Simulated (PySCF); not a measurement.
Question: Write Cartesian coordinates for `Cl[SiH2]O[SiH2]P[SiH2]Cl` as optimised with GFN2-xTB.

Answer: 
```xyz
14
Cl2H7OPSi3 angstrom
Cl    -2.660    2.014   -0.743
Si    -3.055    0.410    0.386
O     -1.710   -0.040    1.161
Si    -0.116   -0.317    1.297
P      0.714   -0.588   -0.761
Si     2.911   -0.490   -0.383
Cl     3.504    1.010    0.827
H     -3.459   -0.691   -0.475
H     -3.970    0.764    1.458
H     -0.017   -1.584    2.015
H      0.395    0.823    2.054
H      0.570    0.733   -1.145
H      3.574   -0.299   -1.670
H      3.317   -1.746    0.240
```

Orientation and origin are arbitrary. Atoms count from 1 in this order. O3 (siloxane oxygen) is bent (angle 154.8°). Si6 (chlorine-bound silicon) is distorted tetrahedral (angles from 107.4° to 115.1°). P5 (three-coordinate phosphorus) is pyramidal (angles 101.8°, 96.2° and 95.8°, sum 293.8°, 0.90 Å off the plane of its three neighbours). Si4 (oxygen-bound silicon) is distorted tetrahedral (angles from 104.7° to 116.2°).

Bonds between heavy atoms (Å): Cl1–Si2 2.001, Si2–O3 1.616, O3–Si4 1.624, Si4–P5 2.236, P5–Si6 2.232, Si6–Cl7 2.016.

Computed geometry: GFN2-xTB, gas phase.

Point group: C1 (no symmetry element, even within 0.4 Å). No GFN2-xTB frequencies stand behind this structure, so it isn't proved a minimum. The numbers are those of one conformer (Cl1–Si2–O3–Si4 -40°, Si2–O3–Si4–P5 -21°, O3–Si4–P5–Si6 168°, Si4–P5–Si6–Cl7 -46°).
